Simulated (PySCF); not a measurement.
## C₆ coefficients of unlike pairs at UHF

Calculated with PySCF 2.14 from the dipole response of each species, C₆(A,B) = (3/π) ∫ α_A(iu) α_B(iu) du, in atomic units, from isotropic polarisabilities. For ions this is the dispersion term alone; charge-induced terms of lower order in 1/R come first.

```json
{"species": "Te³⁺", "configuration": "[Kr] 4d10 5s2 5p1 (2P)", "basis": "aug-cc-pVTZ-PP with ECP28MDF (6s5p4d2f)", "relativity": "core potential", "α (bohr³)": "11.36", "C₆ (like pair)": "56.57"}
{"species": "As⁺", "configuration": "[Ar] 3d10 4s2 4p2 (3P)", "basis": "aug-cc-pwCVDZ-PP with ECP10MDF (6s5p4d1f)", "relativity": "core potential", "α (bohr³)": "16.98", "C₆ (like pair)": "104.4"}
{"species": "Br²⁺", "configuration": "[Ar] 3d10 4s2 4p3 (4S)", "basis": "aug-cc-pVTZ-PP with ECP10MDF (6s5p4d2f)", "relativity": "core potential", "α (bohr³)": "8.395", "C₆ (like pair)": "39.87"}
{"species": "Ga", "configuration": "[Ar] 3d10 4s2 4p1 (2P)", "basis": "aug-cc-pVTZ-PP with one added diffuse shell each of s, d, f type with ECP10MDF (7s5p5d3f)", "relativity": "core potential", "α (bohr³)": "57.65", "C₆ (like pair)": "502.8"}
```

(1) Estimate C₆ for As⁺ with Te³⁺.

No spin-orbit coupling is included.

The other pairs:

| pair | C₆ |
| --- | --- |
| Br²⁺, As⁺ | 63.16 |
| Br²⁺, Te³⁺ | 47.21 |
| Ga, Br²⁺ | 120.6 |
| Ga, As⁺ | 213.5 |
| Ga, Te³⁺ | 151.5 |

Answers

(1) The integral gives 76.46. The combination rule 2 C_A C_B / (C_A α_B/α_A + C_B α_A/α_B) gives 76.50 and the geometric mean 76.85.
